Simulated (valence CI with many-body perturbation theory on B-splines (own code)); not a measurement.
# Cs²²⁺: calculated level list

Computed by relativistic CI+MBPT: five valence electrons over a frozen Dirac-Fock core [Ar] 3d10, a basis of 11 s, 11 p, 10 d, 8 f, 5 g, 2 h functions for each j, with the one-electron correlation potential Σ1 (screened to all orders), the two-electron term Σ2, the three-electron term Σ3, Breit, model QED; selected single and double excitations, second order for the rest, scaled by the run's own slope (own B-spline code, finite nucleus).

No measured spectrum was set against this ion. As an estimate, levels hold to about 250 cm⁻¹ or 0.2 % of their energy and the worst to 1 %, as in measured heavy ions of charge 2 to 7; those with d or f electrons hold less well. Among the levels kept, up to 2100 cm⁻¹ of a level comes from second order outside the variational space, and about a tenth of that is noise between levels of different J, which matters for small intervals.

Levels 91 to 135 of 167, with energies above the lowest level, (4s^2 4p1/2^2 4p3/2) J=3/2. "Leading %" is the weight of the configuration and term that name the level; weights of strongly mixed levels are sums over their largest components and can fall short. In the jj column 3d3/2^4 stands for four electrons in 3d with j = 3/2. Lifetimes count E1, E2, E3, M1 and M2 decay at the calculated energies, and are blank where another channel may lead or the interval is too uncertain; long ones can be off by a factor of two.

| No. | Configuration | Term | J | E (cm⁻¹) | Leading % | Lifetime | Second component | Leading jj |
| --- | --- | --- | --- | --- | --- | --- | --- | --- |
| 91 | 4s 4p3 4d | 2F° | 5/2 | 1546200 | 52 | 26.4 ps | 13 % 4s 4p3 4d 2D° | 4s 4p1/2 4p3/2^2 4d5/2 (75 %) |
| 92 | 4s 4p3 4d | 4D° | 3/2 | 1548300 | 26 | 3.07 ps | 11 % 4s 4p3 4d 2P° | 4s 4p1/2 4p3/2^2 4d3/2 (40 %) |
| 93 | 4s2 4p 4d2 | 4G° | 5/2 | 1554300 | 33 | 8.73 ps | 14 % 4s2 4p2 4f 4G° | 4s^2 4p1/2 4d3/2^2 (34 %) |
| 94 | 4s 4p3 4d | 2D° | 3/2 | 1557300 | 32 | 3.70 ps | 21 % 4s 4p3 4d 4D° | 4s 4p1/2 4p3/2^2 4d3/2 (43 %) |
| 95 | 4s 4p3 4d | 4D° | 1/2 | 1558700 | 57 | 2.55 ps | 15 % 4s 4p3 4d 2P° | 4s 4p1/2 4p3/2^2 4d3/2 (64 %) |
| 96 | 4s 4p3 4d | 4P° | 1/2 | 1570300 | 24 | 3.31 ps | 14 % 4s 4p3 4d 2P° | 4s 4p3/2^3 4d3/2 (33 %) |
| 97 | 4s 4p3 4d | 2D° | 5/2 | 1576400 | 25 | 2.58 ps | 23 % 4s 4p3 4d 2F° | 4s 4p1/2 4p3/2^2 4d3/2 (34 %) |
| 98 | 4s 4p3 4d | 2P° | 1/2 | 1577700 | 37 | 3.37 ps | 12 % 4s 4p3 4d 2S° | 4s 4p1/2 4p3/2^2 4d5/2 (48 %) |
| 99 | 4s 4p3 4d | 2D° | 3/2 | 1583000 | 43 | 5.22 ps | 9 % 4s 4p3 4d 2P° | 4s 4p1/2 4p3/2^2 4d5/2 (57 %) |
| 100 | 4s2 4p 4d2 | 4G° | 7/2 | 1586300 | 22 | 10.9 ps | 20 % 4s2 4p2 4f 4G° | 4s^2 4p1/2^2 4f7/2 (50 %) |
| 101 | 4s 4p3 4d | 4F° | 9/2 | 1594100 | 37 | 33.4 ps | 25 % 4s 4p3 4d 2G° | 4s 4p3/2^3 4d5/2 (66 %) |
| 102 | 4s 4p3 4d | 2F° | 5/2 | 1594900 | 29 | 6.20 ps | 16 % 4s 4p3 4d 4D° | 4s 4p1/2 4p3/2^2 4d5/2 (34 %) |
| 103 | 4s 4p3 4d | 2D° | 3/2 | 1612200 | 24 | 2.67 ps | 19 % 4s 4p3 4d 2P° | 4s 4p1/2 4p3/2^2 4d5/2 (29 %) |
| 104 | 4s2 4p 4d2 | 4G° | 7/2 | 1612600 | 38 | 9.35 ps | 6 % 4s2 4p2 4f 2G° | 4s^2 4p1/2 4d3/2 4d5/2 (49 %) |
| 105 | 4s 4p3 4d | 2D° | 5/2 | 1614000 | 12 | 6.96 ps | 12 % 4s 4p3 4d 2F° | 4s 4p3/2^3 4d5/2 (40 %) |
| 106 | 4s2 4p 4d2 | 4G° | 5/2 | 1621200 | 30 | 3.66 ps | 8 % 4s2 4p2 4f 4F° | 4s^2 4p1/2^2 4f5/2 (28 %) |
| 107 | 4s 4p3 4d | 2S° | 1/2 | 1624600 | 26 | 2.89 ps | 21 % 4s2 4p 4d2 2S° | 4s^2 4p1/2 4d3/2^2 (28 %) |
| 108 | 4s 4p3 4d | 2P° | 3/2 | 1634100 | 30 | 2.82 ps | 10 % 4s2 4p 4d2 2P° | 4s 4p3/2^3 4d3/2 (29 %) |
| 109 | 4s 4p3 4d | 2F° | 7/2 | 1637700 | 32 | 12.9 ps | 15 % 4s 4p3 4d 4D° | 4s 4p3/2^3 4d5/2 (60 %) |
| 110 | 4s 4p3 4d | 2D° | 5/2 | 1637800 | 22 | 3.68 ps | 15 % 4s2 4p2 4f 4G° | 4s 4p3/2^3 4d3/2 (20 %) |
| 111 | 4s2 4p 4d2 | 2H° | 9/2 | 1640900 | 29 | 12.5 ps | 21 % 4s2 4p 4d2 4G° | 4s^2 4p1/2 4d3/2 4d5/2 (51 %) |
| 112 | 4s 4p3 4d | 2P° | 3/2 | 1646500 | 21 | 3.42 ps | 14 % 4s2 4p 4d2 4D° | 4s^2 4p1/2 4d3/2 4d5/2 (31 %) |
| 113 | 4s2 4p 4d2 | 4D° | 1/2 | 1651900 | 71 | 4.16 ps | 8 % 4s2 4p 4d2 4P° | 4s^2 4p1/2 4d3/2 4d5/2 (50 %) |
| 114 | 4s 4p3 4d | 2F° | 5/2 | 1656100 | 20 | 2.85 ps | 10 % 4s 4p3 4d 2D° | 4s 4p3/2^3 4d3/2 (38 %) |
| 115 | 4s 4p3 4d | 2F° | 7/2 | 1659000 | 48 | 2.33 ps | 10 % 4s 4p3 4d 4D° | 4s 4p3/2^3 4d3/2 (52 %) |
| 116 | 4s2 4p 4d2 | 4G° | 9/2 | 1659200 | 39 | 30.0 ps | 20 % 4s2 4p 4d2 2H° | 4s^2 4p1/2 4d5/2^2 (51 %) |
| 117 | 4s2 4p 4d2 | 2F° | 7/2 | 1671300 | 21 | 8.38 ps | 19 % 4s2 4p 4d2 4D° | 4s^2 4p1/2 4d5/2^2 (47 %) |
| 118 | 4s 4p3 4d | 2D° | 3/2 | 1672600 | 16 | 3.56 ps | 13 % 4s 4p3 4d 2P° | 4s 4p3/2^3 4d5/2 (34 %) |
| 119 | 4s2 4p 4d2 | 4P° | 1/2 | 1678500 | 47 | 2.61 ps | 23 % 4s 4p3 4d 2S° | 4s^2 4p1/2 4d3/2 4d5/2 (25 %) |
| 120 | 4s2 4p 4d2 | 4D° | 3/2 | 1679200 | 21 | 2.83 ps | 20 % 4s2 4p 4d2 4F° | 4s^2 4p1/2 4d3/2^2 (28 %) |
| 121 | 4s 4p3 4d | 2F° | 7/2 | 1685900 | 31 | 8.89 ps | 16 % 4s 4p3 4d 4D° | 4s 4p3/2^3 4d5/2 (56 %) |
| 122 | 4s2 4p 4d2 | 2F° | 5/2 | 1686800 | 22 | 3.51 ps | 16 % 4s2 4p 4d2 4F° | 4s^2 4p1/2 4d3/2 4d5/2 (34 %) |
| 123 | 4s2 4p 4d2 | 4D° | 3/2 | 1693100 | 23 | 3.99 ps | 18 % 4s2 4p 4d2 2D° | 4s^2 4p1/2 4d3/2 4d5/2 (22 %) |
| 124 | 4s2 4p2 4f | 2D° | 5/2 | 1699600 | 24 | 3.01 ps | 12 % 4s2 4p2 4f 4G° | 4s^2 4p1/2 4p3/2 4f5/2 (38 %) |
| 125 | 4s2 4p2 4f | 2H° | 11/2 | 1700200 | 33 | 50.4 ps | 32 % 4s2 4p2 4f 4G° | 4s^2 4p1/2 4p3/2 4f7/2 (63 %) |
| 126 | 4s 4p3 4d | 2D° | 5/2 | 1702000 | 19 | 4.14 ps | 10 % 4s2 4p 4d2 4P° | 4s 4p3/2^3 4d5/2 (36 %) |
| 127 | 4s 4p3 4d | 2P° | 1/2 | 1702100 | 36 | 2.52 ps | 16 % 4s 4p3 4d 4D° | 4s 4p3/2^3 4d3/2 (55 %) |
| 128 | 4s2 4p2 4f | 4G° | 7/2 | 1704000 | 20 | 3.14 ps | 18 % 4s2 4p2 4f 4F° | 4s^2 4p1/2 4p3/2 4f5/2 (38 %) |
| 129 | 4s 4p3 4d | 2P° | 3/2 | 1713100 | 18 | 3.51 ps | 10 % 4s2 4p 4d2 2D° | 4s 4p3/2^3 4d3/2 (26 %) |
| 130 | 4s2 4p 4d2 | 4D° | 5/2 | 1714000 | 24 | 4.73 ps | 23 % 4s 4p3 4d 2D° | 4s 4p3/2^3 4d5/2 (32 %) |
| 131 | 4s2 4p2 4f | 4G° | 9/2 | 1714500 | 38 | 4.19 ps | 21 % 4s2 4p2 4f 4F° | 4s^2 4p1/2 4p3/2 4f7/2 (62 %) |
| 132 | 4s2 4p 4d2 | 4P° | 3/2 | 1717200 | 50 | 2.81 ps | 12 % 4s2 4p 4d2 4S° | 4s^2 4p1/2 4d3/2 4d5/2 (44 %) |
| 133 | 4s2 4p2 4f | 2G° | 7/2 | 1723500 | 51 | 2.84 ps | 19 % 4s2 4p2 4f 4G° | 4s^2 4p1/2 4p3/2 4f5/2 (64 %) |
| 134 | 4s2 4p2 4f | 4F° | 3/2 | 1731900 | 41 | 2.79 ps | 10 % 4s2 4p2 4f 4D° | 4s^2 4p1/2 4p3/2 4f5/2 (56 %) |
| 135 | 4s2 4p2 4f | 4D° | 7/2 | 1732700 | 14 | 4.27 ps | 14 % 4s2 4p2 4f 4G° | 4s^2 4p1/2 4p3/2 4f7/2 (44 %) |

Where two levels of one J and parity lie close, their mixing, g and order are uncertain.
